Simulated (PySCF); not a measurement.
All of these have the formula C7H3F3. Computed with TDDFT wB97X-D/def2-SVPD, vertical, gas phase, core orbitals frozen in the response in PySCF 2.14.0, density-fitted response routines. Geometries: GFN2-xTB; one conformer of each isolated species. Triplets are in the Tamm–Dancoff approximation.

Task: Rank by computed lowest triplet energy, highest first.
A. `C#CC(C#C)=CC(F)(F)F`
B. `C=C=C=CC#CC(F)(F)F`
C. `C#CCC#CC(F)=C(F)F`
D. `C#CC#CCC(F)=C(F)F`

Result: D (3.96 eV), C (3.63 eV), A (2.91 eV), B (2.33 eV).

| SMILES | T1 (eV) | gap (eV) | LUMO (eV) | S1 (eV) | f (S1) | α (au) | S1 mainly |
| --- | --- | --- | --- | --- | --- | --- | --- |
| C#CC#CCC(F)=C(F)F | 3.96 | 10.04 | 0.79 | 4.80 | 0.000 | 89.5 | H-1→L (62%) |
| C#CCC#CC(F)=C(F)F | 3.63 | 9.78 | 0.83 | 5.20 | 0.001 | 85.8 | H→L+1 (88%) |
| C#CC(C#C)=CC(F)(F)F | 2.91 | 8.74 | -0.75 | 4.83 | 0.000 | 85.5 | H-1→L (95%) |
| C=C=C=CC#CC(F)(F)F | 2.33 | 7.83 | -1.18 | 3.88 | 0.000 | 106.2 | H-1→L (98%) |

H and L stand for HOMO and LUMO.

- `C#CC#CCC(F)=C(F)F`: Löwdin shares by element: HOMO carbon 72% or more (atoms not listed hold the other 28%); LUMO carbon 74% or more (atoms not listed hold the other 26%).
- `C#CCC#CC(F)=C(F)F`: Löwdin shares by element: HOMO carbon 72% or more (atoms not listed hold the other 28%); LUMO carbon 74% or more (atoms not listed hold the other 26%).
- `C#CC(C#C)=CC(F)(F)F`: Löwdin shares by element: HOMO carbon 68% or more (atoms not listed hold the other 32%); LUMO carbon 68% or more (atoms not listed hold the other 32%).
- `C=C=C=CC#CC(F)(F)F`: Löwdin shares by element: HOMO carbon 68% or more (atoms not listed hold the other 32%); LUMO carbon 71% or more (atoms not listed hold the other 29%).
